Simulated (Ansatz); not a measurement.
Consider the ligand exchange at the Al–S bond: `[F][AlH][S][SiH3]` + `C[SeH]` → `C[Se][AlH][F]` + `[SiH3]S`.

Program: Ansatz. Geometries: PBE0-D4/def2-TZVP. ΔE: electronic, gas phase. CCSD(T)/CBS is the MP2 limit (def2-TZVPP, def2-QZVPP) plus CCSD(T) − MP2 in def2-TZVPP, frozen cores. DFT in def2-TZVPP. HSE06 is defined as in plane-wave codes. For Se outer-core shells are correlated without core-valence functions, which leaves a few kJ/mol of doubt a bond. Scalar relativity is left out up to krypton. One conformer a species, not always the lowest.

```json
{"level": "BLYP-D4", "ΔE (kcal/mol)": "0.8", "difference from CCSD(T)/CBS": "-0.2"}
{"level": "B97M-V", "ΔE (kcal/mol)": "2.1", "difference from CCSD(T)/CBS": "1.1"}
{"level": "HSE06-D4", "ΔE (kcal/mol)": "1.0", "difference from CCSD(T)/CBS": "0.0"}
{"level": "BHLYP-D4", "ΔE (kcal/mol)": "1.2", "difference from CCSD(T)/CBS": "0.2"}
{"level": "CAM-B3LYP-D4", "ΔE (kcal/mol)": "1.2", "difference from CCSD(T)/CBS": "0.2"}
{"level": "B2PLYP", "ΔE (kcal/mol)": "1.0", "difference from CCSD(T)/CBS": "0.0"}
{"level": "BLYP", "ΔE (kcal/mol)": "0.5", "difference from CCSD(T)/CBS": "-0.5"}
{"level": "PBE0", "ΔE (kcal/mol)": "0.9", "difference from CCSD(T)/CBS": "-0.1"}
{"level": "CAM-B3LYP", "ΔE (kcal/mol)": "1.1", "difference from CCSD(T)/CBS": "0.1"}
{"level": "RPA@PBE/def2-TZVPP", "ΔE (kcal/mol)": "1.0", "difference from CCSD(T)/CBS": "0.0"}
{"level": "MP2/def2-TZVPP", "ΔE (kcal/mol)": "1.2", "difference from CCSD(T)/CBS": "0.2"}
{"level": "SCS-MP2/def2-TZVPP", "ΔE (kcal/mol)": "1.2", "difference from CCSD(T)/CBS": "0.2"}
{"level": "CCSD(T)/def2-TZVPP", "ΔE (kcal/mol)": "1.1", "difference from CCSD(T)/CBS": "0.1"}
{"level": "HF/def2-QZVPP", "ΔE (kcal/mol)": "1.1", "difference from CCSD(T)/CBS": "0.1"}
{"level": "MP2/def2-QZVPP", "ΔE (kcal/mol)": "1.1", "difference from CCSD(T)/CBS": "0.1"}
{"level": "HF/CBS(def2)", "ΔE (kcal/mol)": "1.1", "difference from CCSD(T)/CBS": "0.1"}
{"level": "CCSD(T)/CBS", "ΔE (kcal/mol)": "1.0", "difference from CCSD(T)/CBS": "0"}
```

Largest T1 diagnostic among the species: 0.012.

Leaving LDA and LC-ωPBE aside and taking each functional with its dispersion term where it has one, the values spread over 1.3 kcal/mol, from BLYP-D4 to B97M-V.
